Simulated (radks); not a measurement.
Species: the gallium ion Ga2+. Configuration: [Ar] 3d8 4s1 4f2 (not the ground configuration). Method: scalar-relativistic Kohn-Sham, XLYP, spin-unpolarised, spherical densities, finite nucleus; Fermi nuclear charge, rms radius 3.9973 fm; computed with a radial shooting solver on a logarithmic mesh with Libxc functionals.

Unscreened Slater integrals over Kohn-Sham orbitals (eV).

| integral | value |
|---|---|
| F0(4f,4f) | 5.2336 |
| F2(4f,4f) | 2.7841 |
| F4(4f,4f) | 1.8221 |
| F6(4f,4f) | 1.3353 |
| F0(4f,4s) | 6.6163 |
| G3(4f,4s) | 0.77210 |
| F0(4f,3d) | 6.7250 |
| F2(4f,3d) | 0.43712 |
| F4(4f,3d) | 0.10570 |
| G1(4f,3d) | 0.10064 |
| G3(4f,3d) | 0.056806 |
| G5(4f,3d) | 0.038686 |
| F0(4f,3p) | 6.7279 |
| F2(4f,3p) | 0.36416 |
| G2(4f,3p) | 0.036888 |
| G4(4f,3p) | 0.023642 |
| F0(4s,4s) | 13.729 |
| F0(4s,3d) | 17.287 |
| G2(4s,3d) | 1.7700 |
| F0(4s,3p) | 17.448 |
| G1(4s,3p) | 1.2987 |
| F0(3d,3d) | 34.911 |
| F2(3d,3d) | 16.550 |
| F4(3d,3d) | 10.377 |
| F0(3d,3p) | 35.830 |
| F2(3d,3p) | 17.160 |
| G1(3d,3p) | 20.951 |
| G3(3d,3p) | 12.895 |
| F0(3p,3p) | 37.108 |
| F2(3p,3p) | 18.597 |

Derived for the open shells (J is the average intra-shell exchange parameter used in DFT+U). 3d: Racah B = F2/49 - 5 F4/441 = 0.2201 eV, C = 35 F4/441 = 0.8235 eV, C/B = 3.74, F4/F2 = 0.627, J = (F2 + F4)/14 = 1.923 eV. 4f: F4/F2 = 0.654, F6/F2 = 0.480, J = (286 F2 + 195 F4 + 250 F6)/6435 = 0.2308 eV.
